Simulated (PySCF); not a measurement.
A GIAO shielding run with PySCF 2.14.0 with density-fitted response routines (density fitting, non-relativistic, gas phase) on SMILES OCC(F)(F)[Si@@H]1C[SiH2][SiH2]1, C$_{3}$H$_{10}$F$_{2}$OSi$_{3}$:

```
$ OMP_NUM_THREADS=1 python probes_run.py task.json out

{"job": {"kind": "nmr", "xc": "PBE0", "basis": "pcSseg-1"}, "charge": 0, "multiplicity": 1}
O      2.541967    -0.774884     0.748455
C      2.636405     0.169759    -0.290071
C      1.244422     0.664968    -0.639763
F      1.245175     1.238314    -1.881363
F      0.908894     1.702657     0.213466
Si    -0.044389    -0.778526    -0.440433
C     -1.689700    -0.098942    -1.186279
Si    -2.716938     0.364994     0.384847
Si    -1.025577    -0.631638     1.680794
H      2.333533    -0.313337     1.568526
H      3.307467     0.997598    -0.031564
H      3.037673    -0.356351    -1.158148
H      0.563068    -1.858202    -1.227283
H     -2.195620    -0.863543    -1.773734
H     -1.545853     0.740968    -1.863447
H     -4.058849    -0.234294     0.344426
H     -2.926363     1.811723     0.495541
H     -1.309721    -1.915423     2.336570
H     -0.315399     0.143411     2.712000
```

Hardware: 1 thread of an Arm Neoverse N1, shared host. The job also computes population analyses, field gradients, ring-centre shieldings.

**Question.** How large is the calculation?

**Answer.** 96 electrons, 224 basis functions and 1235 auxiliary functions.

**Question.** How long does it take, and how much memory does it need?

**Answer.** 92 s of wall time, with 13 SCF cycles and 4 response iterations; peak memory 1.1 GiB. Times on a shared host scatter by some tens of per cent.
